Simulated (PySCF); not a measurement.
Static response to an electric field

Species: C4H9FOSi2.
Geometry (GFN2-xTB, Å), atoms numbered from 1 in this order:
```xyz
17
C4H9FOSi2 angstrom
O      4.7210    0.4023   -0.5461
C      3.7736    0.1728    0.1640
C      2.4415   -0.1747   -0.3203
C      1.3930   -0.4421    0.4650
F      1.5577   -0.3859    1.8045
Si    -0.3894   -0.8751   -0.0571
C     -1.4523    0.6575    0.2771
Si    -3.3231    0.4065    0.0178
H      3.8602    0.2113    1.2657
H      2.3053   -0.2210   -1.3896
H     -0.3324   -1.2262   -1.4763
H     -0.7847   -2.0153    0.7718
H     -1.1166    1.4720   -0.3667
H     -1.2815    0.9934    1.3010
H     -3.7943   -0.6745    0.8834
H     -3.5651    0.0607   -1.3831
H     -4.0201    1.6506    0.3522
```

Level: wB97X-D/def2-SVPD (PySCF), static field, nuclei fixed, core orbitals frozen in the response. The polarisability tensor in these axes (au):

```
x   153.56   3.54  -8.91
y     3.54  85.96  -1.03
z    -8.91  -1.03  92.15
```

Question: What are the eigenvalues, a third of the trace, and Δα (Δα² = ½Σ(αi − αj)² over the three pairs)?

Answer: Principal values 85.71, 90.93 and 155.02 au; mean 110.55 au = 16.38 Å³ = 18.23 × 10⁻⁴⁰ C²·m²/J; Δα = 66.85 au (60 % of the mean).

Question: What is the dipole moment, and where does it point?

Answer: (-3.90, -0.21, 0.37) D, 3.92 D in size, pointing from the negative to the positive side. Measured along this direction, the outermost atoms are O1 at the negative end and H17 and H15 at the positive end.

Question: Estimate the molar refractivity from the static electronic polarisability.

Answer: Lorentz–Lorenz: R = (4π/3)N_A α = 2.5225 cm³/(mol·Å³) × 16.38 Å³ = 41.3 cm³/mol, in the limit of long wavelengths.

Question: In TDDFT the mean static polarisability is Σ f/ω² over all singlet excitations (ω in hartree). How much of it do the 8 lowest give? Their energies (eV) and oscillator strengths: 3.64, 0.0009; 5.77, 0.6671; 6.44, 0.0095; 7.43, 0.0013; 7.56, 0.0453; 7.67, 0.0228; 7.75, 0.0018; 7.83, 0.0027.

Answer: They add up to 16.00 au, 14.5 % of the 110.55 au; the largest single term is 14.83 au, from the state at 5.77 eV. Terms in order: 0.05, 14.83, 0.17, 0.02, 0.59, 0.29, 0.02, 0.03 au. Higher excitations give the rest. The strengths listed sum to 0.751.

Question: In a dilute gas of rigid molecules at 500 K, how does the orientational term μ²/3kT compare with the electronic polarisability?

Answer: In Gaussian units μ²/3kT = 74.21 Å³ against 16.38 Å³, a ratio of 4.53; the Debye molar polarisation (4π/3)N_A(α + μ²/3kT) is 228.5 cm³/mol, leaving out the vibrational part.

Question: Find the Langevin capture rate constant for O2+ (31.990 u) meeting this molecule (148.018 u), k = 2.342 × 10⁻⁹ cm³/s × √(α in Å³ / reduced mass in u).

Answer: The reduced mass is 26.30 u, so k = 1.85 × 10⁻⁹ cm³/s. The formula leaves out the permanent dipole, which adds to the capture rate.

Geometry: GFN2-xTB, one conformer, isolated molecule.
